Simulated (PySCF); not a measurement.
Question: Give a PBE0-D3(BJ)/def2-SVP geometry of `C#[C][Ge]([CH3])([CH3])[CH3]` (Ge(CCH)Me3).

Answer: 
```xyz
16
C5H10Ge angstrom
Ge     0.000    0.000   -0.058
C      0.013   -0.014    1.860
C      0.006   -0.030    3.077
H      0.004   -0.043    4.152
C      1.851   -0.002   -0.672
H      1.888   -0.041   -1.771
H      2.387   -0.875   -0.272
H      2.370    0.908   -0.337
C     -0.926    1.615   -0.642
H     -0.929    1.677   -1.741
H     -0.428    2.509   -0.241
H     -1.968    1.610   -0.289
C     -0.937   -1.601   -0.661
H     -1.962   -1.619   -0.263
H     -0.415   -2.505   -0.315
H     -0.988   -1.623   -1.760
```

Any rigid rotation of these coordinates is as good. Atoms count from 1 in this order. The 4 C–Ge bonds span 1.918 Å (Ge1–C2) to 1.951 Å (Ge1–C9), a spread of 0.033 Å. Ge1 (germanium bonded to 4 C) is tetrahedral (angles from 107.8° to 111.0°).

Bonds between heavy atoms (Å): Ge1–C2 1.918, Ge1–C5 1.950, Ge1–C9 1.951, Ge1–C13 1.951, C2–C3 1.217.

Computed, not measured: PySCF 2.14.0, PBE0-D3(BJ)/def2-SVP geometry optimisation, gas phase.

PBE0-D3(BJ)/def2-SVP frequencies: not computed here.

On one thread, Intel Xeon Platinum 8488C (x86_64), shared host, this took 61 s wall and 0.61 GiB of memory at its peak. These figures are those of the optimisation.
